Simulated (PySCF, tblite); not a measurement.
Species: C6H7F2NO.
Numbering: `[CH:1]#[C:2][C@@H:3]([C:4](=[O:5])[NH:6][CH3:7])[CH:8]([F:9])[F:10]` (hydrogens: H11 on C1; H12 on C3; H13 on N6; H14, H15, H16 on C7; H17 on C8)

Geometry (GFN2-xTB, Å), atoms numbered from 1 in this order:
```
atom  x, y, z in Å
C1    -1.815   -2.116   -0.052
C2    -1.450   -1.047    0.345
C3    -0.988    0.256    0.773
C4     0.551    0.410    0.714
O5     1.129    1.170    1.457
N6     1.133   -0.326   -0.242
C7     2.550   -0.286   -0.504
C8    -1.570    1.365   -0.112
F9    -1.235    1.167   -1.412
F10   -2.922    1.375   -0.070
H11   -2.154   -3.056   -0.371
H12   -1.310    0.454    1.800
H13    0.555   -0.906   -0.832
H14    2.986   -1.280   -0.389
H15    3.001    0.395    0.215
H16    2.740    0.075   -1.516
H17   -1.210    2.361    0.185
```

Jobs on this species (17 atoms, 76 electrons) with PySCF (density fitting) and tblite. Hardware of each: Intel Xeon at 2.70 GHz, one thread, on a shared host. Times come from a shared host and carry two figures at best.

Question: Rank these jobs by wall time, shortest first.
A. GFN2-xTB; Hessian by finite differences
B. GFN2-xTB; L-BFGS relaxation
C. PBE0/pcSseg-1; shieldings, charges and field gradients; 205 basis functions

Answer: A (0.8 s), B (2.3 s), C (65 s).

All jobs:

| level and settings | work | basis functions | SCF cycles | wall time |
| --- | --- | --- | --- | --- |
| GFN2-xTB | Hessian by finite differences | – | – | 0.8 s |
| GFN2-xTB | L-BFGS relaxation | – | – | 2.3 s |
| PBE0/pcSseg-1 | shieldings, charges and field gradients | 205 | 16 | 65 s |

Question: What do all jobs in the table cost together?

Answer: About 68 s; the longest takes about 95 % of that, and about 81 times as long as the shortest.
